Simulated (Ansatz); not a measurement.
Consider the ligand exchange at the Si–S bond: `F[Si](Cl)(Cl)S[SiH2]Cl` + `O[SiH2]O` → `O[SiH2]O[Si](F)(Cl)Cl` + `S[SiH2]Cl`.

Calculated with Ansatz (gas phase, PBE0-D4/def2-TZVP geometries, no zero-point term in ΔE). CCSD(T)/CBS adds triple-zeta CCSD(T) − MP2 to the extrapolated MP2 energy (def2 sets, frozen cores). Functionals use def2-TZVPP. B3LYP here is the variant with VWN-RPA as its local correlation; programs differ in this. One conformer a species, not always the lowest.

```tsv
level	ΔE (kJ/mol)
r2SCAN-D4	-64.8
B3LYP-D4	-68.3
ωB97X-V	-67.8
MP2/def2-TZVPP	-64.1
```

(1) What does CCSD(T)/CBS give? (An estimate is asked.)

Largest T1 diagnostic among the species: 0.011.

Results:

(1) The calculation gave: -67.3 kJ/mol. The listed levels differ from it by 2.5, -1.0, -0.5, 3.2 kJ/mol.

In def2-TZVPP, CCSD(T) changes the Hartree–Fock value by +29.0 kJ/mol (the triples alone add +6.1 kJ/mol) and MP2 by +37.2 kJ/mol. From PBE to PBE0 (25 % exact exchange), in def2-TZVPP and without D4, ΔE moves by −7.3 kJ/mol. The D4 term adds +9.2 kJ/mol with B3LYP and +4.8 kJ/mol with PBE0; it sums over pairs of atoms, weighted by their polarisabilities, and B3LYP, whose exchange is more repulsive, gets the larger term.
